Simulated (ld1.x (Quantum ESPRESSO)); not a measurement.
# Before and after: RRKJ potential for Ge (Z = 32)

* Element: Ge
* Generator: ld1.x (Quantum ESPRESSO) 7.5
* Type: norm-conserving RRKJ (Kleinman–Bylander form)
* Functional: PBE
* Relativity: fully relativistic
* Frozen core: [Ar]
* Valence charge: 14
* Reference configuration: 3d10 4s2 4p1.5 (charge +0.5)
* Partial waves: 4s (bound): rc 1.85 bohr; 4p (bound): rc 2.10 bohr; 3d (bound): rc 0.80 bohr
* Local potential: all-electron potential smoothed inside 1.05 bohr (lloc = -1)
* Core correction: a·sin(br)/r model core, default radius (core density twice the valence density)
* rho0: 0.01

Open shells are filled in proportion to 2j + 1 (rel_dist='average').

Change: non-relativistic.

Cutoffs: the cutoffs (Ry, on a coarse ladder) from which the occupation-weighted sum of valence levels, in a spherical-Bessel basis at the reference potential, stays within 10 and 1 mRy of its value at 400 Ry; they do not see the model core or the augmentation charge, which bear on the density cutoff. Errors are all-electron minus pseudo energies relative to the spin-unpolarised reference configuration.

Task: Predict the effect on cutoff, ghosts and configuration errors.

Result: Both files keep a bound ghost (s); of the 7 tests that both files solve, the error grows in 0 and shrinks in 3 by more than 15 % and 0.3 meV (median size 1.6 → 1.0 meV).

```tsv
quantity	base	changed
cutoff, loose	300 Ry	300 Ry
cutoff, tight	over 300 Ry	over 300 Ry
bound ghosts	s	s
error for 3d10 4s2 4p2, meV [ΔE -2.80 → -2.82 eV]	+0.2	+0.2
error for 3d10 4s2 4p1, meV [ΔE 4.64 → 4.66 eV]	+0.2	+0.2
error for 3d10 4s2 4p0, meV [ΔE 20.09 → 20.11 eV]	-1.6	-1.0
error for 3d10 4s0 4p0, meV [ΔE 101.22 → 99.98 eV]	-39	-34
error for 3d10 4s1 4p2, meV [ΔE 13.36 → 12.95 eV]	-1.4	-0.9
error for 3d9 4s2 4p3, meV [ΔE 26.82 → 27.69 eV]	-618	-642
error for 3d10 4s1 4p0, meV [ΔE 54.88 → 54.35 eV]	-10	-7.8
s: phases at 2.29 bohr within 0.05 rad from the reference energy up to (Ry; the scan ends near 5)	3.9	3.8
```

 A true bound ghost makes a file unfit for plane-wave use even where its test errors are small: the radial tests pick states by their node count and pass the ghost by.
